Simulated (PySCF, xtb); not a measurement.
(2S)-2-fluorobutane (C₄H₉F), SMILES CC[C@H](C)F. Other conformers were not sampled.

Harmonic wavenumbers (cm⁻¹) from GFN2-xTB (xtb) at its own minimum, in rising order: 74, 183, 231, 253, 377, 413, 484, 812, 857, 926, 981, 1014, 1087, 1114, 1154, 1176, 1244, 1287, 1314, 1348, 1399, 1416, 1476, 1484, 1494, 1501, 1508, 2896, 2980, 2992, 3034, 3042, 3043, 3047, 3049, 3062.

**Question.** What does PBE0-D3(BJ)/def2-SVP (PySCF) give at its own minimum? (An estimate is asked for; the answer gives what the named calculation found.)

**Answer.** 102, 220, 253, 256, 393, 431, 496, 788, 840, 931, 966, 1014, 1083, 1157, 1178, 1192, 1273, 1321, 1364, 1392, 1407, 1415, 1456, 1460, 1471, 1476, 1485, 3038, 3056, 3063, 3064, 3116, 3146, 3157, 3163, 3172. Paired by order, the mean absolute difference is 39 cm⁻¹ and the zero-point energies are 76.8 and 78.3 kcal/mol.
